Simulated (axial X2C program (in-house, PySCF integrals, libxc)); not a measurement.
Outer orbitals of RuC at 1.610 Å, HF

Computed with an in-house relativistic program for diatomic molecules. Spin-free means the one-electron spin-free X2C Hamiltonian; two-component (2c) means X2C with spin–orbit coupling and atomic mean-field two-electron Coulomb and Gaunt terms, so the difference of the two also holds small scalar two-electron terms. Basis: Ru dyall-cv3z [12s12p8d5f3g], C dyall-v3z [7s6p2d1f] (cores contracted in-house); Gaussian nuclei, density fitting, unrestricted open shells. Masses: Ru 101.904 u, C 12.000 u.

The distance is close to the 2c PBE0 minimum; the highest filled and lowest empty levels are listed.

Spin-free orbitals, state M_S = 0, Λ = 0 (closed shell) (Löwdin shares):

```json
{"symmetry": "σα", "occupied": "yes", "ε (eV)": "-19.43", "atomic character": "50% C s, 29% Ru d, 10% Ru p"}
{"symmetry": "σα", "occupied": "yes", "ε (eV)": "-10.13", "atomic character": "42% Ru d, 34% C p, 12% C s"}
{"symmetry": "π-α", "occupied": "yes", "ε (eV)": "-9.99", "atomic character": "59% Ru d, 35% C p"}
{"symmetry": "π+α", "occupied": "yes", "ε (eV)": "-9.99", "atomic character": "59% Ru d, 35% C p"}
{"symmetry": "δ-α", "occupied": "yes", "ε (eV)": "-8.73", "atomic character": "99% Ru d"}
{"symmetry": "δ+α", "occupied": "yes", "ε (eV)": "-8.73", "atomic character": "99% Ru d"}
{"symmetry": "σα", "occupied": "no", "ε (eV)": "-0.09", "atomic character": "67% Ru s, 28% Ru p, 2% C p"}
{"symmetry": "π-α", "occupied": "no", "ε (eV)": "1.01", "atomic character": "91% Ru p, 4% Ru d, 4% C p"}
{"symmetry": "π+α", "occupied": "no", "ε (eV)": "1.01", "atomic character": "91% Ru p, 4% Ru d, 4% C p"}
{"symmetry": "σα", "occupied": "no", "ε (eV)": "1.61", "atomic character": "75% Ru p, 15% Ru s, 5% Ru d"}
```

One partner of each degenerate Kramers or spin pair is listed.

The lowest two-component determinant found has another configuration (Ω = 3 (⟨Sz⟩ = 1.00, ⟨Lz⟩ = 2.00 at HF)), so the levels differ by more than spin–orbit coupling. Its spinors:

```
   ω  occupied  ε (eV)             atomic character    λ mixture
-1/2       yes  -23.11  52% C s, 24% Ru d, 12% Ru p       100% σ
 1/2       yes  -19.55   45% Ru d, 38% C s, 6% Ru s       100% σ
-1/2       yes  -14.21    87% Ru d, 10% C p, 3% C d       100% π
 3/2       yes  -14.07    86% Ru d, 10% C p, 3% C d       100% π
-3/2       yes  -13.41                     98% Ru d  99% δ, 1% π
 5/2       yes  -13.07                     99% Ru d       100% δ
 1/2       yes  -12.37   50% C p, 36% Ru d, 4% Ru p  92% π, 8% σ
-3/2       yes  -12.19   58% C p, 32% Ru d, 4% Ru f  99% π, 1% δ
 1/2       yes  -12.06   39% Ru d, 21% C s, 19% C p  92% σ, 8% π
-1/2       yes  -11.90   48% C p, 33% Ru d, 10% C s       100% σ
 3/2       yes  -11.06                     99% Ru d       100% δ
 1/2       yes   -6.92  53% Ru s, 26% Ru p, 18% C p       100% σ
-1/2        no    0.21    76% Ru s, 9% Ru p, 7% C p       100% σ
-1/2        no    0.27            82% Ru p, 16% C p       100% π
 3/2        no    0.32            83% Ru p, 15% C p       100% π
 1/2        no    1.09    90% Ru p, 6% Ru d, 3% C p       100% π
```

Problem. How does the gap between the highest filled and lowest empty level change from the spin-free to the 2c table?

Solution. From 8.64 to 7.13 eV at HF, a change of -1.51 eV.

Mulliken charges and populations of the two-component result (they depend on the basis, above all on diffuse functions):

Ru 0.14 e (s 8.83 p 18.27 d 16.70 f 0.05 g 0.01), C -0.14 e (s 3.77 p 2.30 d 0.07 f 0.01). ⟨Lz⟩ = 2.00 ħ and ⟨Sz⟩ = 1.00 ħ (1.73 and -0.73 on the two atoms), which add up to Ω.

One determinant describes the state; a PBE0 search over occupations chose it and may have missed a lower one. PBE0 can misorder states that lie within some tenths of an eV, so this need not be the ground state of the molecule. The nearest other spin-free determinant of the search, M_S = 1, Λ = 2, lies 0.07 eV up at the distance of the search. With several unpaired electrons one determinant need not be a pure state. A state of lower Ω lies just above, and one determinant can place such states too high, so the state shown need not be the lowest. The search has Ω = 0 only 0.04 eV up.
